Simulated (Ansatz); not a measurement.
Calculation: B3LYP-D3(BJ)/def2-TZVP (Ansatz, an electronic-structure program). No frequencies were computed at this level.

Ansatz 0.2 input:
```yaml
crystal:
  periodic: [false, false, false]
  atoms:
    - { symbol: B, position_ang: [-0.082306, 0.845583, -0.996801] }
    - { symbol: C, position_ang: [-0.130593, 0.258857, 0.42983] }
    - { symbol: C, position_ang: [0.166028, -1.010607, 0.716908] }
    - { symbol: H, position_ang: [-0.351379, 1.968014, -1.184116] }
    - { symbol: H, position_ang: [0.225888, 0.16144, -1.893699] }
    - { symbol: H, position_ang: [-0.418554, 0.892958, 1.262878] }
    - { symbol: H, position_ang: [0.129514, -1.411931, 1.719641] }
    - { symbol: H, position_ang: [0.461401, -1.704312, -0.054641] }
basis:
  gaussian: { orbitals: def2-tzvp }
hamiltonian:
  xc: b3lyp
  dispersion: d3bj
relax:
  max_steps: 150
```

Output:

```
Functional definition: B3LYP
749 factors; their error is unknown
mean field evaluation 1: about -2825.6817 eV, gradient 5.0e1 eV
mean field evaluation 2: about -2822.8914 eV, gradient 5.8e1 eV
mean field evaluation 4: about -2831.9043 eV, gradient 2.0e0 eV
mean field evaluation 8: about -2831.9009 eV, gradient 3.8e-1 eV
mean field -2831.90115714 eV, -104.0704479935 hartree, gradient 3.1e-5 eV, S^2 0.000000; 0 other end points of the search recorded, 0 dependent functions left out
reference -2831.90139346 eV, -104.0704566781 hartree; 11, 11 occupied and 112, 112 virtual orbitals, 749 factors
relax step   1: F+E_penalty+E_count = -2832.09698683 eV  Δ(F+E_penalty+E_count) = +0.000e0 eV  max|allowed force component| = 7.272e-1 eV/Å  Δτ_max = 0.0000 Å  (26 SCF iters, accepted)
these checks for a lower state are left out or cut short: starts, cluster_reference, orbital_swaps, neighbouring_geometries, increment
749 factors; their error is unknown
mean field evaluation 16: about -2831.9305 eV, gradient 1.3e0 eV
mean field -2831.91959056 eV, -104.0711254089 hartree, gradient 1.1e-5 eV, S^2 0.000000; 0 other end points of the search recorded, 0 dependent functions left out
reference -2831.91982734 eV, -104.0711341106 hartree; 11, 11 occupied and 112, 112 virtual orbitals, 749 factors
relax step   2: F+E_penalty+E_count = -2832.11554655 eV  Δ(F+E_penalty+E_count) = -1.856e-2 eV  max|allowed force component| = 2.733e-1 eV/Å  Δτ_max = 0.0254 Å  (31 SCF iters, accepted)
these checks for a lower state are left out or cut short: starts, cluster_reference, orbital_swaps, neighbouring_geometries, increment
749 factors; their error is unknown
mean field -2831.92265653 eV, -104.0712380813 hartree, gradient 1.1e-5 eV, S^2 0.000000; 0 other end points of the search recorded, 0 dependent functions left out
reference -2831.92289345 eV, -104.0712467879 hartree; 11, 11 occupied and 112, 112 virtual orbitals, 749 factors
relax step   3: F+E_penalty+E_count = -2832.11889535 eV  Δ(F+E_penalty+E_count) = -3.349e-3 eV  max|allowed force component| = 3.149e-2 eV/Å  Δτ_max = 0.0243 Å  (32 SCF iters, accepted)
these checks for a lower state are left out or cut short: starts, cluster_reference, orbital_swaps, neighbouring_geometries, increment
749 factors; their error is unknown
mean field evaluation 32: about -2831.9224 eV, gradient 3.8e-1 eV
mean field -2831.92266818 eV, -104.0712385094 hartree, gradient 1.1e-5 eV, S^2 0.000000; 0 other end points of the search recorded, 0 dependent functions left out
reference -2831.92290511 eV, -104.0712472165 hartree; 11, 11 occupied and 112, 112 virtual orbitals, 749 factors
relax step   4: F+E_penalty+E_count = -2832.11889459 eV  Δ(F+E_penalty+E_count) = +7.551e-7 eV  max|allowed force component| = 3.112e-2 eV/Å  Δτ_max = 0.0012 Å  (33 SCF iters, rejected (line search))
these checks for a lower state are left out or cut short: starts, cluster_reference, orbital_swaps, neighbouring_geometries, increment
749 factors; their error is unknown
mean field -2831.92271163 eV, -104.0712401064 hartree, gradient 1.1e-5 eV, S^2 0.000000; 0 other end points of the search recorded, 0 dependent functions left out
reference -2831.92294853 eV, -104.0712488122 hartree; 11, 11 occupied and 112, 112 virtual orbitals, 749 factors
relax step   5: F+E_penalty+E_count = -2832.11895543 eV  Δ(F+E_penalty+E_count) = -6.008e-5 eV  max|allowed force component| = 1.783e-2 eV/Å  Δτ_max = 0.0006 Å  (33 SCF iters, accepted)
these checks for a lower state are left out or cut short: starts, cluster_reference, orbital_swaps, neighbouring_geometries, increment
749 factors; their error is unknown
mean field -2831.92270469 eV, -104.0712398512 hartree, gradient 1.1e-5 eV, S^2 0.000000; 0 other end points of the search recorded, 0 dependent functions left out
reference -2831.92294152 eV, -104.0712485544 hartree; 11, 11 occupied and 112, 112 virtual orbitals, 749 factors
relax step   6: F+E_penalty+E_count = -2832.11906055 eV  Δ(F+E_penalty+E_count) = -1.051e-4 eV  max|allowed force component| = 7.174e-3 eV/Å  Δτ_max = 0.0075 Å  (33 SCF iters, accepted)
749 factors; their error is unknown
mean field evaluation 64: about -2831.9379 eV, gradient 2.9e-1 eV
mean field -2831.92270469 eV, -104.0712398512 hartree, gradient 1.1e-5 eV, S^2 0.000000; 1 other end points of the search recorded, 0 dependent functions left out
reference -2831.92294152 eV, -104.0712485544 hartree; 11, 11 occupied and 112, 112 virtual orbitals, 749 factors
Total energy: -2832.11929738 eV, -104.0784644991 hartree
Atom 0 at    -0.083001     0.837954    -0.976795 Å, force    -0.005346    -0.001671     0.001063 eV/Å
Atom 1 at    -0.141121     0.276935     0.450842 Å, force    -0.002734     0.000055    -0.004246 eV/Å
Atom 2 at     0.165907    -1.003367     0.706547 Å, force    -0.000706     0.003210     0.003927 eV/Å
Atom 3 at    -0.344683     1.976703    -1.214889 Å, force     0.000822    -0.001800    -0.000762 eV/Å
Atom 4 at     0.234053     0.112198    -1.870317 Å, force     0.000848     0.000711    -0.000083 eV/Å
Atom 5 at    -0.429384     0.902495     1.292478 Å, force     0.007174    -0.000034     0.001728 eV/Å
Atom 6 at     0.140738    -1.427367     1.705594 Å, force    -0.005409    -0.003702    -0.001680 eV/Å
Atom 7 at     0.457491    -1.675549    -0.093459 Å, force     0.005351     0.003230     0.000055 eV/Å
Dipole moment:     0.016232    -0.177596     0.216971 e Å
```

Cost: around 11 core-seconds (rough).
